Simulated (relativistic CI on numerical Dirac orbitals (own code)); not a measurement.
# K²⁺: sensitivity of the levels to the model

Base calculation: Dirac-Coulomb-Breit CI, separate exchange-only KLI orbitals for each configuration, model QED (radiative potential, 1s self-energy scaled to tabulated hydrogen-like ionisation energies), valence Slater integrals scaled by 0.85, P86 correlation energy added to each configuration.

CI space (outside the closed core [Ne]): 3s²3p⁵, 3s3p⁶, 3s²3p⁴3d, 3s3p⁵3d, 3s²3p⁴4s, 3s²3p⁴4p, 3s²3p⁴4d, 3s²3p⁴5s, 3s²3p⁴5p, 3s²3p⁴4f, 3s²3p⁴5d, 3s²3p⁴6s, 3s²3p⁴6p, 3s²3p⁴5f, 3s²3p⁴5g, 3s²3p⁴6d, 3s3p⁵4s, 3p⁶3d, 3s3p⁴3d², 3s3p⁵4p, 3s3p⁵4d, 3s²3p³3d², 3s²3p²3d³, 3s3p³3d³, 3s²3p²3d²4s, 3s²3p²3d²4p, 3s²3p²3d²4d, 3p⁵3d², 3p⁴3d³, 3p⁴3d²4s, 3p⁴3d²4p, 3p⁴3d²4d. Double excitations out of closed p, d and f shells are left out; levels of such configurations are missing from the list, as are those of other unlisted configurations, and high levels can miss mixing partners. These lack a partner that the ground configuration has and come out too high: 3s²3p⁴5s, 3s²3p⁴5p, 3s²3p⁴4f, 3s²3p⁴5d, 3s²3p⁴6s.

The lowest level and the first level of each name with at least 55 % of one term (blank where a level has no safe partner in the second run):

| Level | Base (cm⁻¹) | Shift (cm⁻¹) |
| --- | --- | --- |
| 3s²3p⁵ ²P°3/2 | 0.0 | 0.0 |
| 3s²3p⁵ ²P°1/2 | 2143.0 | -8.0 |
| 3s3p⁶ ²S1/2 | 137174.6 | -236.1 |
| 3s²3p⁴3d ⁴D7/2 | 172402.7 | +332.0 |
| 3s²3p⁴3d ⁴D5/2 | 172608.9 | +331.0 |
| 3s²3p⁴3d ⁴D3/2 | 172824.8 | +332.0 |
| 3s²3p⁴3d ⁴D1/2 | 172985.1 | +333.6 |
| 3s²3p⁴3d ⁴F9/2 | 186318.5 | +201.8 |
| 3s²3p⁴3d ⁴F7/2 | 187097.6 | +208.0 |
| 3s²3p⁴3d ⁴F5/2 | 187661.8 | +211.6 |
| 3s²3p⁴3d ⁴F3/2 | 188035.7 | +213.2 |
| 3s²3p⁴3d ²P1/2 | 188226.9 | +341.4 |
| 3s²3p⁴3d ²P3/2 | 189612.5 | +351.5 |
| 3s²3p⁴3d ⁴P1/2 | 192536.3 | +285.1 |
| 3s²3p⁴3d ⁴P3/2 | 192957.6 | +292.7 |
| 3s²3p⁴3d ⁴P5/2 | 193523.6 | +299.0 |
| 3s²3p⁴3d ²D3/2 | 194294.1 | +226.6 |
| 3s²3p⁴3d ²D5/2 | 195477.6 | +242.6 |
| 3s²3p⁴3d ²F7/2 | 196904.1 | +236.6 |
| 3s²3p⁴3d ²F5/2 | 198607.2 | +262.5 |
| 3s²3p⁴3d ²G9/2 | 200156.5 | +142.8 |
| 3s²3p⁴3d ²G7/2 | 200260.9 | +146.4 |

For a near-neutral ion this model can misplace configurations by up to about 10,000 cm⁻¹ (more where the count of f electrons changes) and terms by 10 to 25 % of their spread. Rates follow the energies as ν³ (E1, M1) or ν⁵ (E2), so they and the lifetimes can be off by large factors. The fine structure of a lone outer electron comes out too small, for d and f at times inverted, and misplaced configurations move strength between like terms. 32 of the 38 excited levels that our extract of the measured tables holds in this range could be paired (the sources list more); they are missed by 9809 cm⁻¹ on average and 44241 at most, and levels without a partner can miss by more.

Task: One thing was changed in a second run, which moved the levels as shown. Which?
A. self-excluded LDA correlation estimate
B. configuration mixing switched off
C. QED terms removed
D. Breit term removed
E. only the first 3 configurations
F. one mean potential for all configurations
G. Slater integrals left unscaled

Result: F. One mean potential for all configurations. One potential for all configurations removes the relaxation of the orbitals, which moves whole configurations and changes the integrals a little.
